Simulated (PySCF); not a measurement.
Coordinates in bohr (charge -1 multiplicity 4):
```
Ni    0.0000    0.0000   -1.9716
S     2.0201    0.0000    1.7864
S    -2.0201    0.0000    1.7864
```

These are results of UPBE0/[Ni def2-SVPD, S def2-SVPD], no relativity, density fitting, PySCF, not measurements.

This geometry of NiS₂⁻ is a stationary point at this level.

**Question.** What is the point group?

**Answer.** C2v.

**Question.** Is it a minimum?

**Answer.** Yes: all harmonic wavenumbers are real.

**Question.** List the harmonic modes with their infrared intensities.

**Answer.** 
| ω (cm⁻¹) | IR (km/mol) |
| --- | --- |
| 185 | 50.5 |
| 316 | 47.0 |
| 473 | 33.7 |

**Question.** What are the dipole moment and the gap between the highest occupied and lowest empty levels of either spin?

**Answer.** 1.11 D about the centre of mass and 2.29 eV.

**Question.** Give the ideal-gas entropy at 298.15 K and 1 bar by parts.

**Answer.** translation 168.8, rotation 102.4, vibration 18.1, spin 11.5; total 300.8 J/(mol K).

The spin densities have lower symmetry than the nuclear frame, so modes carry no symmetry labels. Only a few start shapes were tried, so a lower isomer may exist. Other spin states or occupations of the open shell can lie lower. The lowest empty level of this anion is unbound, so it and the gap depend on the basis. At this level a quartet minimum of D∞h symmetry lies 102 kJ/mol below this structure.
